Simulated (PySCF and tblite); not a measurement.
Values are calculated unless marked as measured or tabulated.
Stationary points of C₄H₇BO₃ at GFN2-xTB, in Å:

Structure A

```
 1 C    -2.818   -0.550   -0.002
 2 C    -1.687    0.336    0.459
 3 O    -1.860    1.310    1.157
 4 C    -0.350   -0.086   -0.016
 5 C     0.771    0.536    0.364
 6 B     2.220    0.136   -0.110
 7 O     3.328    0.808    0.348
 8 O     2.343   -0.941   -0.911
 9 H    -3.764   -0.195    0.396
10 H    -2.639   -1.571    0.332
11 H    -2.856   -0.553   -1.089
12 H    -0.308   -0.932   -0.687
13 H     0.654    1.372    1.045
14 H     3.725    1.516   -0.143
15 H     3.240   -1.187   -1.144
```

Structure B

```
 1 C    -2.798   -0.519   -0.131
 2 C    -1.635    0.349    0.280
 3 O    -1.767    1.345    0.955
 4 C    -0.320   -0.119   -0.209
 5 C     0.812    0.535    0.069
 6 B     2.247    0.096   -0.413
 7 O     3.368    0.813   -0.130
 8 O     2.374   -1.035   -1.136
 9 H    -3.728   -0.122    0.268
10 H    -2.643   -1.532    0.237
11 H    -2.854   -0.561   -1.218
12 H    -0.300   -1.019   -0.806
13 H     0.706    1.431    0.674
14 H     3.247    1.609    0.383
15 H     3.277   -1.233   -1.389
```

Structure C

```
 1 C    -2.822   -0.596   -0.154
 2 C    -1.718    0.327    0.301
 3 O    -1.922    1.299    0.992
 4 C    -0.370   -0.061   -0.169
 5 C     0.726    0.629    0.158
 6 B     2.183    0.267   -0.308
 7 O     3.193    1.057    0.123
 8 O     2.354   -0.812   -1.112
 9 H    -3.782   -0.253    0.221
10 H    -2.626   -1.603    0.210
11 H    -2.844   -0.628   -1.242
12 H    -0.300   -0.939   -0.795
13 H     0.589    1.498    0.790
14 H     4.083    0.841   -0.158
15 H     3.249   -1.017   -1.386
```

Geometries: GFN2-xTB; energies: BP86/pcSseg-1 + D3(BJ); zero-point and thermal terms from GFN2-xTB harmonic modes (soft modes blended into free rotors).

Q: Which structure is a saddle point, and along which motion?

A: A: one imaginary mode (637i cm⁻¹ at GFN2-xTB, mostly on H14, O7), along the rotation about the B6–O7 bond (torsion C5–B6–O7–H from 180° to 360°, rising).

Q: Give their symmetry and energies above the lowest.

A: A C1, 10.2 kcal/mol; B Cs, 0.0 kcal/mol; C Cs, 3.2 kcal/mol.
